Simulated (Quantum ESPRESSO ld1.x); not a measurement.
Results of a calculation; reference values are marked as such.
Problem. Hf, 72 electrons, occupied as [Xe] 4f14 5d2 6s2. Level of theory: Dirac Kohn-Sham, relativistic LDA (MacDonald-Vosko exchange, VWN5 correlation), spin-unpolarised, spherical densities, point nucleus; open shells fill j = l - 1/2 first (ld1.x of Quantum ESPRESSO 7.5). Some entries of the table are withheld. Estimate them.

orbital  occ.  eigenvalue (hartree)  <r^2> (bohr^2)  <r> (bohr)
1s1/2       2              -2379.69       0.0004992     0.01907
2s1/2       2              -407.220        0.007637     0.08006
2p1/2       2              -389.272        0.005467     0.06634
2p3/2       4              -346.012        0.006671     0.07403
3s1/2       2              -92.8015             (1)      0.2089
3p1/2       2              -84.7817         0.04596      0.1986
3p3/2       4              -75.5031         0.05261      0.2130
3d3/2       4              -61.8429         0.04092      0.1866
3d5/2       6              -59.8079         0.04275      0.1910
4s1/2       2              -18.6547          0.2492      0.4695
4p1/2       2              -15.3598          0.2579      0.4756
4p3/2       4              -13.2273          0.2946      0.5086
4d3/2       4              -7.78730             (2)         (3)
4d5/2       6              -7.39484             (4)         (5)
5s1/2       2              -2.44120           1.460       1.138
5p1/2       2              -1.50446           1.834         (6)
5p3/2       4              -1.21954           2.175         (7)
4f5/2       6              -0.65712          0.5820      0.6703
4f7/2       8              -0.59289          0.6072      0.6832
6s1/2       2              -0.18990           13.57       3.448
5d3/2       2              -0.11136           7.442       2.439
5d5/2       0              -0.09494           8.320       2.572

Solution. 
(1) 3s1/2 <r^2> (bohr^2): 0.05001
(2) 4d3/2 <r^2> (bohr^2): 0.3253
(3) 4d3/2 <r> (bohr): 0.5292
(4) 4d5/2 <r^2> (bohr^2): 0.3395
(5) 4d5/2 <r> (bohr): 0.5407
(6) 5p1/2 <r> (bohr): 1.270
(7) 5p3/2 <r> (bohr): 1.382
